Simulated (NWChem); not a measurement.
Molecule: 1,1,1,2-tetrafluoroethane (C₂H₂F₄); SMILES FCC(F)(F)F

Results from NWChem. Pople sets run with spherical d functions. Level B3LYP/6-31G*: optimisations from one semi-empirical or force-field start; each run changes one setting, and all end within 0.3 mHa of each other. One conformer.

```json
[
 {"setting": "redundant internal coordinates, default thresholds", "optimisation steps": "5"},
 {"setting": "tight thresholds", "optimisation steps": "8"},
 {"setting": "trust radius 0.05", "optimisation steps": "5"},
 {"setting": "symmetry off", "optimisation steps": "5"},
 {"setting": "no line search", "optimisation steps": "5"}
]
```
